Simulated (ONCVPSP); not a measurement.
**Se (Z = 34) ONCV: all-electron and pseudo phase curves**

Se (Z = 34), optimised norm-conserving Vanderbilt (ONCV), made with ONCVPSP 4.0.1 (PBE, scalar-relativistic). Core [Ar] 3d10, reference 4s1.75 4p4.25. Waves: 4s: rc 1.35 bohr, ncon 5, nbas 10, qcut 5.5 1/bohr, 1 projector; 4p: rc 1.80 bohr, ncon 5, nbas 9, qcut 5.1 1/bohr, 2 projectors, debl 1.7 Ha; d scattering state at 0.41 Ha: rc 1.50 bohr, ncon 4, nbas 7, qcut 7.6 1/bohr, 1 projector. Local part: polynomial inside 1.15 bohr (lpopt 3, dvloc0 4 Ha). Core correction: polynomial model core, fcfact 0.55.

The phase is arctan(r·R′/R) of the radial function R(r), unwrapped; energies in Ha, scanned from -2 to 5 Ha. A pole is an energy at which the radial function vanishes at the test radius. The pseudo phase is shifted by a multiple of π to meet the all-electron one at the reference energy, and phase errors are pseudo minus all-electron; the curves can meet again beyond the range given. Levels narrower than the energy grid can be missing from the lists of poles. Where the grid stepped over a known ghost or core level, its pole and its step of π were put in at the level’s energy.

```csv
channel,radius (bohr),reference energy (Ha),"poles, all-electron","poles, pseudo",unbroken range about the reference energy with phases within 0.05 rad,phase error 1 Ha above the reference energy (rad)
s,1.37,-0.64,4.55,2.12,below 1.1,-0.020
p,1.83,-0.25,1.82,1.82,below 4.1,-0.000
d,1.52,0.41,"-1.97, -1.83",3.73,-0.6 to 0.9,-0.160
```

Phases in the d channel:

```
E (Ha)  all-electron  pseudo
 -1.98         1.861  -1.931
 -1.62        -1.742  -1.962
 -1.26        -1.878  -2.001
 -0.90        -1.974  -2.051
 -0.54        -2.074  -2.121
 -0.18        -2.199  -2.222
  0.18        -2.375  -2.380
  0.54        -2.641  -2.644
  0.90        -3.032  -3.080
  1.26        -3.487  -3.622
  1.62        -3.863  -4.040
  1.98        -4.114  -4.292
  2.34        -4.277  -4.445
  2.70        -4.386  -4.545
  3.06        -4.465  -4.617
  3.42        -4.524  -4.673
  3.78        -4.571  -4.718
  4.14        -4.610  -4.756
  4.50        -4.643  -4.791
  4.86        -4.672  -4.824
```
